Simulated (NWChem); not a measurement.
**Basis-set dependence for disiloxane (H$_{6}$OSi$_{2}$)**

```
O
Si 1 1.6548
Si 1 1.6548 2 149.92
H 2 1.4903 1 108.75 3 -153.56
H 3 1.4904 1 108.78 2 151.79
H 3 1.4935 5 109.29 1 -120.28
H 2 1.4936 4 109.30 1 120.31
H 2 1.4954 4 109.42 7 119.14
H 3 1.4954 5 109.40 6 -119.14
```
Charge 0, spin multiplicity 1.

The numbers come from NWChem runs, not from measurements. All single points use one geometry, from PBE0/def2-SVP, a minimum by its harmonic frequencies.

Hartree-Fock energies in Ha, correlation energies in mHa.

The correlated methods keep 11 core orbitals frozen. The Pople sets run with spherical d functions. Coupled-cluster values serve here as a point of comparison, not as the truth.

| basis | functions | RHF | MP2 | SCS-MP2 | CCSD | CCSD+T(CCSD) | CCSD(T) | CR-CCSD[T] | CR-CCSD(T) |
|---|---|---|---|---|---|---|---|---|---|
| 6-31G* | 62 | -656.25443 | -331.6 | -334.9 | -369.7 | -377.8 | -377.2 | -376.2 | -375.7 |
| cc-pVDZ | 80 | -656.28616 | -389.2 | -399.9 | -436.6 | -446.2 | -445.6 | -444.1 | -443.6 |

From 6-31G* to cc-pVDZ the Hartree-Fock energy moves by -31.7 mHa and the MP2 correlation energy by -57.6 mHa, which is 15 % of its value in the larger set.
